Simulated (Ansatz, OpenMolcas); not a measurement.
A ladder of methods for C2H7AlO (SMILES C[CH2][AlH][OH])

The species is C2H7AlO (11 atoms), meant as a singlet with charge 0. As SMILES, `C[CH2][AlH][OH]`. The shape is that of a PBE0-D4/def2-TZVP optimisation. This is one conformer, not always the lowest.

```xyz
11

C    -1.1116    0.8294    0.1064
C     0.1759    0.3880    0.8020
Al    1.2545   -0.9479   -0.1378
O     0.7626   -1.5768   -1.6393
H    -1.7910   -0.0119   -0.0587
H    -1.6626    1.5750    0.6876
H    -0.9106    1.2733   -0.8729
H    -0.0493   -0.0100    1.8007
H     0.8188    1.2568    0.9979
H     2.6223   -1.5227    0.4124
H    -0.0438   -1.3101   -2.0778
```

Quantity: the energy change with the C1–C2 bond stretched from 1.529 to 1.987 Å, in eV. The values are calculated.

| level | kind | program | value (eV) | CPU time (all runs) |
| --- | --- | --- | --- | --- |
| HF/6-31G* (spherical functions) (restricted) | Hartree–Fock | Ansatz | 1.59 | 3.3 s |
| BLYP/6-31G* (spherical functions) (restricted) | GGA | Ansatz | 1.19 | 10 s |
| M06-L/6-31G* (spherical functions) (restricted) | meta-GGA | OpenMolcas | 1.49 | 1.9 min |
| B3LYP/6-31G* (spherical functions) (restricted) | global hybrid | Ansatz | 1.36 | 13 s |
| BHLYP/6-31G* (spherical functions) (restricted) | global hybrid | OpenMolcas | 1.55 | 74 s |
| CAM-B3LYP/6-31G* (spherical functions) (restricted) | range-separated hybrid | Ansatz | 1.48 | 14 s |
| B2PLYP/6-31G* (spherical functions) (restricted) | double hybrid | Ansatz | 1.43 | 16 s |
| RPA@PBE/6-31G* (spherical functions) (restricted) | RPA | Ansatz | 1.36 | 18 s |
| BCCD(T)/6-31G* (spherical functions) (restricted) | coupled cluster or CI | Ansatz | 1.41 | 21 s |

The first shape isn't each level's own minimum. The values span 1.19 to 1.59 eV. Times are those of the runs behind each value, whatever else they computed, on shared processors of several kinds: orders of magnitude only.
